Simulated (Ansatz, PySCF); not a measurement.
CH7NOSi3, SMILES O[Si@H]1N=C([SiH3])[SiH2]1. Atoms are numbered in the order given.

```xyz
13

O      2.8298     0.5201     0.6124
Si     1.4706    -0.4312     0.4667
N     -0.0734     0.2718     1.1032
C     -0.8745     0.1962     0.0763
Si    -2.7247     0.6189     0.2336
Si     0.1879    -0.3176    -1.4769
H      3.3679     0.4035     1.4084
H      1.6974    -1.7425     1.1397
H     -3.5113    -0.5919    -0.1390
H     -3.0697     1.0485     1.6129
H     -3.0568     1.6959    -0.7421
H     -0.2376    -1.4652    -2.3342
H      0.4359     0.8543    -2.3657
```
Charge 0, spin multiplicity 1.

Coordinates come from a TPSSh-D3(BJ)/def2-SVP optimisation. The structure was generated by enumeration; whether it is a known compound was not checked. The values are those of a single conformer.

Two levels are set side by side: PBE-D3(BJ)/def2-SVP (Ansatz, a program for electronic structure) and TPSSh-D3(BJ)/def2-SVP (PySCF). Each level has its own optimised geometry; the coordinates shown are those of the second. Frequencies come from the Hessian of PySCF at each geometry. Differences are taken from unrounded values.

| quantity | TPSSh-D3(BJ) |
|---|---|
| mean bond length (Å) | 1.606 |
| bond O1–Si2 (Å) | 1.665 |
| bond Si2–N3 (Å) | 1.812 |
| bond Si2–Si6 (Å) | 2.331 |
| bond N3–C4 (Å) | 1.305 |
| bond C4–Si5 (Å) | 1.904 |
| bond C4–Si6 (Å) | 1.951 |
| bond O1–H7 (Å) | 0.968 |
| bond Si2–H8 (Å) | 1.491 |
| bond Si5–H9 (Å) | 1.491 |
| bond Si5–H10 (Å) | 1.485 |
| bond Si5–H11 (Å) | 1.491 |
| bond Si6–H12 (Å) | 1.494 |
| bond Si6–H13 (Å) | 1.492 |
| highest harmonic wavenumber (cm⁻¹) | 3827 |
| mean harmonic wavenumber (cm⁻¹) | 999 |
| zero-point energy (kcal/mol) | 47.12 |

### Question
What does PBE-D3(BJ) give, and how far is it from TPSSh-D3(BJ)? (An estimate is asked for; the answer gives what the named calculation found.)

### Answer

| quantity | PBE-D3(BJ) | PBE-D3(BJ) minus TPSSh-D3(BJ) |
|---|---|---|
| mean bond length (Å) | 1.619 | 0.012 |
| bond O1–Si2 (Å) | 1.676 | 0.011 |
| bond Si2–N3 (Å) | 1.825 | 0.013 |
| bond Si2–Si6 (Å) | 2.344 | 0.013 |
| bond N3–C4 (Å) | 1.306 | 0.002 |
| bond C4–Si5 (Å) | 1.909 | 0.005 |
| bond C4–Si6 (Å) | 1.962 | 0.011 |
| bond O1–H7 (Å) | 0.973 | 0.006 |
| bond Si2–H8 (Å) | 1.509 | 0.018 |
| bond Si5–H9 (Å) | 1.507 | 0.016 |
| bond Si5–H10 (Å) | 1.502 | 0.016 |
| bond Si5–H11 (Å) | 1.507 | 0.016 |
| bond Si6–H12 (Å) | 1.512 | 0.018 |
| bond Si6–H13 (Å) | 1.508 | 0.017 |
| highest harmonic wavenumber (cm⁻¹) | 3756 | -71 |
| mean harmonic wavenumber (cm⁻¹) | 960 | -39 |
| zero-point energy (kcal/mol) | 45.27 | -1.85 |

GGA bonds tend to be longer and softer than those of functionals with exact exchange. Differences between two approximate levels are no errors against the true value.
